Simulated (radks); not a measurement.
Valence configurations of Rh IV (all share [Kr]). Calculated with a radial shooting solver on a logarithmic mesh with Libxc functionals: Dirac Kohn-Sham, LDA (Slater exchange, Perdew-Wang correlation), spin-unpolarised, spherical densities, point nucleus; open shells are shared between the two j in proportion to 2j + 1. Energies are relative to 4d6; eigenvalues in eV.

4d6: E (eV) 0.000; e(4d3/2) -40.022; e(4d5/2) -39.526
4d5.5 5p0.5: E (eV) 8.773; e(4d3/2) -42.566; e(4d5/2) -42.053; e(5p1/2) -24.459; e(5p3/2) -23.872
4d5.5 5s0.5: E (eV) 5.105; e(4d3/2) -42.025; e(4d5/2) -41.514; e(5s1/2) -31.025
4d4.5 5p1.5: E (eV) 28.427; e(4d3/2) -47.660; e(4d5/2) -47.111; e(5p1/2) -26.581; e(5p3/2) -25.935
4d5 5s1: E (eV) 10.710; e(4d3/2) -44.049; e(4d5/2) -43.522; e(5s1/2) -31.991
4d4.5 5s0.5 5p1: E (eV) 24.556; e(4d3/2) -47.146; e(4d5/2) -46.598; e(5p1/2) -26.288; e(5p3/2) -25.647; e(5s1/2) -33.588
4d4 5s1 5p1: E (eV) 31.463; e(4d3/2) -49.208; e(4d5/2) -48.644; e(5p1/2) -26.992; e(5p3/2) -26.323; e(5s1/2) -34.464
4d4.5 5s1.5: E (eV) 16.858; e(4d3/2) -46.099; e(4d5/2) -45.556; e(5s1/2) -32.915
4d4 5s2: E (eV) 23.577; e(4d3/2) -48.176; e(4d5/2) -47.616; e(5s1/2) -33.812
4d4 5p2: E (eV) 39.416; e(4d3/2) -50.218; e(4d5/2) -49.651; e(5p1/2) -27.550; e(5p3/2) -26.870

NIST lists [Kr] 4d6 as the ground configuration; this level of theory agrees among the configurations tried. The energies are those of spherical spin-averaged densities, not of single terms.
